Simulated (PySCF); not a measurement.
# How methods differ on the excitation energy of S

S [Ne] 3s2 3p4 (3P) → S [Ne] 3s1 3p4 3d1 (high-spin determinant), as a difference of total energies. All numbers are calculated (PySCF 2.14, scalar relativity by spin-free X2C-1e, in aug-cc-pCVQZ-DK). Correlated levels: valence: [Ne] frozen; valence and next inner shell: 1s2 frozen; nothing frozen. The calculations carry no spin-orbit coupling.

| method | excitation energy (eV) |
| --- | --- |
| UHF | 18.150 |
| LDA | 18.642 |
| PBE | 18.384 |
| PBE0 | 18.613 |
| r2SCAN | 18.199 |
| M06-2X | 19.051 |
| PBEsol | 18.342 |
| r2SCAN0 | 18.421 |
| MP2 (valence) | 18.704 |
| SCS-MP2 (valence) | 18.933 |
| MP2 (valence and next inner shell) | 18.821 |
| SCS-MP2 (valence and next inner shell) | 19.019 |
| MP2 (all electrons) | 18.816 |
| SCS-MP2 (all electrons) | 19.016 |

Q: How much does correlation contribute at MP2 (all electrons)?

A: 18.816 − (18.150) = 0.666 eV, measured against UHF.

The upper state lies above the first ionisation limit, where it may autoionise and the basis confines it.

The promoted electron is Rydberg-like, and one or two diffuse shells describe it only roughly, which tends to raise the upper state.

In the upper state the promoted electron has a positive orbital energy at LDA, PBE, r2SCAN, PBEsol, so the basis confines it.

The determinant of the upper state mixes LS terms, which raises its energy above the lowest term, most at the Hartree-Fock and MP2 levels.
